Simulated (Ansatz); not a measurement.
Reaction (atomization): `F[SiH](Cl)Cl` → 2 Cl• + F• + H• + Si•

Gas-phase electronic energies from Ansatz, PBE0-D4/def2-TZVP geometries. CCSD(T)/CBS is the MP2 limit (def2-TZVPP, def2-QZVPP) plus CCSD(T) − MP2 in def2-TZVPP, frozen cores. This one scheme is used for every species, atoms too. Functionals use def2-TZVPP. No spin–orbit coupling; open shells (•) take unrestricted orbitals. Spin–orbit coupling would lower the free atoms: a little for Cl, F, Si.

Q: What is ΔE at CCSD(T)/CBS? (An estimate is asked.)

A: Computed: +1751.4 kJ/mol.

Q: What do these levels give: LDA (SPW92), BHLYP-D4, CAM-B3LYP-D4, B2PLYP, PBE-QIDH, PBE, BLYP, PBE0, r2SCAN0, CAM-B3LYP, MP2/def2-TZVPP, MP2/def2-QZVPP? (An estimate is asked.)

A: Computed: LDA (SPW92) 1977.4, BHLYP-D4 1669.9, CAM-B3LYP-D4 1725.4, B2PLYP 1708.4, PBE-QIDH 1732.1, PBE 1737.9, BLYP 1674.6, PBE0 1712.6, r2SCAN0 1713.9, CAM-B3LYP 1713.4, MP2/def2-TZVPP 1761.3, MP2/def2-QZVPP 1799.9 kJ/mol.

Q: What do rigid-rotor, harmonic-oscillator terms from PBE0-D4/def2-TZVP frequencies (298.15 K, 1 bar) make of the CCSD(T)/CBS value? (Estimate.)

A: The calculation gave: ΔZPE = -40.4 kJ/mol, ΔH = +1726.6 kJ/mol, ΔS = 469 J/(mol·K), ΔG = +1586.8 kJ/mol. Open shells count their whole term as degenerate.

Largest T1 diagnostic among the species: 0.012.

From r2SCAN to r2SCAN0 (25 % exact exchange), in def2-TZVPP and without D4, ΔE moves by −35.6 kJ/mol: exact exchange takes away binding that semilocal exchange gives to molecules. At CCSD(T), def2-SVP lies −179.6 kJ/mol from the extrapolated value and def2-TZVPP −63.6 kJ/mol: correlation converges slowly with the basis, and small sets miss more of it in the bonded molecule than in its fragments. In def2-TZVPP, CCSD(T) changes the Hartree–Fock value by +374.0 kJ/mol (the triples alone add +30.4 kJ/mol) and MP2 by +447.5 kJ/mol; breaking electron pairs costs correlation energy, which Hartree–Fock lacks.

For atomizations the MP2-based limit and the directly extrapolated one differ by several kJ/mol either way, and by 10 to 25 for some Ge, Se and Sn compounds, so smaller differences from it don't rank the levels.
